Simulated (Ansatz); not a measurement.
Species: AlH, charge 0, singlet. AlH (SMILES [AlH]).
B3LYP-D3(BJ)/def2-TZVP minimum from Ansatz (a quantum-chemistry and plane-wave program):
```xyz
2

Al     0.0000     0.0000    -0.1187
H      0.0000     0.0000     1.5432
```
Charge 0, spin multiplicity 1.

Quantity: atomisation energy (electronic, to ground-state atoms), in kcal/mol. Open shells are spin-unrestricted; no spin-orbit coupling. CBS(X,Y): correlation extrapolated as X^-3, Hartree-Fock from the larger set (Q,5: extrapolated as (X+1)exp(-9√X)). A bracket is a step between two methods taken in the basis named. Functionals run without relativity, which enters their misses. 'core' is core correlation in cc-pwCVTZ (1s frozen past Ne), 'X2C' scalar relativity in cc-pVTZ-DK, both at CCSD(T). Full CI freezes restricted core orbitals, also for open shells; the composite that ends in it estimates full CI at the basis-set limit. Where a partner has so few electrons that a lower coupled-cluster level is exact, that level stands in. The restricted determinant of HAl ([AlH], singlet) is unstable towards broken spin symmetry in at least one set run.

CCSD(T)/CBS(cc-pV(Q+d)Z,cc-pV(5+d)Z) + [FCI - CCSD(T)]/cc-pV(5+d)Z + core + X2C (Ansatz) gives 73.4 kcal/mol.

### Question
How far off this value is PBE/def2-TZVPD (Ansatz), in which direction, and which of these levels come nearer: r2SCAN/def2-TZVPD, PBE0/def2-TZVPD, wB97M-V/def2-TZVPD, CCSD(T)/CBS(cc-pV(Q+d)Z,cc-pV(5+d)Z) + core + X2C?

### Answer
PBE gives 69.4 kcal/mol, 4.0 kcal/mol below it. Errors of the others: r2SCAN/def2-TZVPD (Ansatz) -3.7; PBE0/def2-TZVPD (Ansatz) -4.4; wB97M-V/def2-TZVPD (Ansatz) 1.6; CCSD(T)/CBS(cc-pV(Q+d)Z,cc-pV(5+d)Z) + core + X2C (Ansatz) 0.0 kcal/mol. Nearer than PBE: r2SCAN/def2-TZVPD, wB97M-V/def2-TZVPD, CCSD(T)/CBS(cc-pV(Q+d)Z,cc-pV(5+d)Z) + core + X2C.
